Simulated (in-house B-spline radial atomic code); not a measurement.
A fraction x of an electron is removed from 4p in neutral tin, starting from [Kr] 4d10 5s2 5p2 and keeping the highest spin. Computed with an all-electron radial atomic-structure program (B-spline basis): scalar-relativistic (X2C) BHandHLYP, spin-polarised, spherical fractional occupations, Fermi nucleus of rms radius 4.6519 fm.

Caution: exact exchange at fractional occupations of open shells leaves self-interaction of up to several eV.

```csv
x,E(x) - E(0) (eV),4p down level (eV)
0,0.0000,-100.284
0.11,11.0914,-101.383
0.2,?,?
0.31,31.5743,-103.462
0.47,48.2658,-105.192
0.5,51.4265,-105.522
0.55,56.7165,-106.077
0.64,66.3088,-107.088
0.81,84.6788,-109.039
0.91,?,?
1,105.6081,-111.279
```

Question: What belongs in the row x = 0.2?

Answer: An energy change of 20.2573 eV; 4p down at -102.307 eV.

Question: What belongs in the row x = 0.91?

Answer: An energy change of 95.6411 eV; 4p down at -110.211 eV.

Question: Check Janak's theorem between x = 0.31 and 0.47.

Answer: The slope of the energy is 104.32 eV; the orbital levels give 104.33 eV (-ε of the emptying orbital, averaged over the two points).
